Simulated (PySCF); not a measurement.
## Electron affinity of Ba by level of theory

Ba⁻ [Xe] 6s2 6p1 (2P) → Ba [Xe] 6s2 (1S), as a difference of total energies. Computed with PySCF 2.14 in aug-cc-pwCVDZ-X2C with one added diffuse shell each of s, p, d type (10s9p7d, 72 functions), with the spin-free X2C one-electron Hamiltonian (Gaussian nucleus). Correlated levels: valence: [Xe] frozen; valence and next inner shell: [Kr] 4d10 frozen. The calculations carry no spin-orbit coupling.

```
                                method  electron affinity (eV)
                                   UHF                  -0.061
                                r2SCAN                   0.243
                               LC-wPBE                   0.207
                         MP2 (valence)                  -0.044
                     SCS-MP2 (valence)                  -0.075
                     CCSD(T) (valence)                   0.129
    MP2 (valence and next inner shell)                  -0.149
SCS-MP2 (valence and next inner shell)                  -0.160
   CCSD (valence and next inner shell)                   0.032
```

Estimate what CCSD(T) (valence and next inner shell) gives.

0.049 eV, closest to CCSD (valence and next inner shell) among the rows shown.

Estimate what CCSD (valence) gives.

0.104 eV, closest to CCSD(T) (valence) among the rows shown.

A first-order spin-orbit estimate (lowest level to lowest level, LS coupling) adds 0.028 eV.

Errors of the correlated levels include the incompleteness of this basis and the frozen core.

A negative affinity means that the anion lies above the atom at that level of theory.

The coupled-cluster amplitudes are large for Ba⁻ (T1 above 0.03 or a double amplitude above 0.15), so a single reference is strained.

In the anion the highest occupied orbital energy is positive at r2SCAN, a self-interaction effect; the basis confines that electron, and the energy difference can still be sensible.

For comparison: 0.145 eV (measured; photodetachment measurements, as compiled on the Wikipedia data page of electron affinities).
